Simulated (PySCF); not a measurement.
Compound: C6H11FOSe.
SMILES with atom numbers: `[CH3:1][CH2:2][C@@H:3]1[CH2:4][Se:5][CH2:6][C@H:7]([F:8])[O:9]1` (hydrogens: H10, H11, H12 on C1; H13, H14 on C2; H15 on C3; H16, H17 on C4; H18, H19 on C6; H20 on C7)

Method: TDDFT CAM-B3LYP/def2-SVPD, vertical, gas phase, core orbitals frozen in the response in PySCF. The structure is a single PBE0-D3(BJ)/def2-SVP conformer in the gas phase; no vibrational or solvent corrections. The CAM-B3LYP/def2-SVPD calculation is non-relativistic and has no spin–orbit coupling, an omission that weighs most on selenium.

Question: Predict the UV-vis stick spectrum at this level.

Answer: 

```csv
state,E (eV),ν̃ (cm⁻¹),f,"main configurations (H = HOMO, L = LUMO)"
S1,4.54,36630,0.0001,"H→L (82%), H→L+4 (9%)"
S2,5.57,44890,0.033,H→L+1 (90%)
S3,6.22,50180,0.034,"H→L+2 (73%), H→L+3 (15%)"
S4,6.61,53330,0.014,"H→L+3 (69%), H→L+2 (8%)"
S5,6.71,54080,0.0080,"H→L+4 (45%), H→L+5 (26%), H→L (14%)"
S6,7.18,57890,0.0090,"H→L+6 (30%), H→L+7 (29%), H→L+5 (17%)"
S7,7.53,60740,0.0091,"H-1→L (34%), H-2→L (19%), H→L+8 (10%)"
S8,7.61,61400,0.055,"H→L+5 (25%), H→L+10 (22%), H→L+4 (17%)"
S9,7.77,62670,0.061,"H-1→L (30%), H→L+8 (25%), H→L+7 (14%)"
S10,7.79,62860,0.039,"H→L+10 (29%), H→L+8 (24%), H→L+9 (18%)"
```

Triplets (Tamm–Dancoff): T1 4.07 eV, H→L (76%), H→L+4 (12%); T2 5.13 eV, H→L+1 (72%), H→L+10 (8%); T3 5.94 eV, H→L+2 (59%), H→L+3 (9%), H→L+10 (9%); T4 6.45 eV, H→L+3 (71%), H→L+1 (10%).

The lowest singlet comes at 273 nm (438 kJ/mol) in the ultraviolet; it is dark (f under 0.0005); its leading configuration is HOMO→LUMO (82%). The most intense listed level is S9 at 7.77 eV (160 nm, f = 0.061), 3.23 eV above S1. Löwdin shares by element: HOMO selenium 71%, carbon 17% or more; LUMO selenium 69%, carbon 13% or more (atoms not listed hold the other 18%). The listed states span 3.25 eV, and the widest gap between neighbours is 1.02 eV (S1 to S2). The oscillator strengths of these states sum to 0.261; summed over the whole spectrum of an exact calculation they would give the number of electrons, 98 (Thomas–Reiche–Kuhn). Of the 10 states listed, 6 reach f = 0.01 and 1 stays under 0.0005. All these states lie below the vertical ionisation energy of 8.48 eV (ΔSCF). The window holds the lowest 10 singlets.
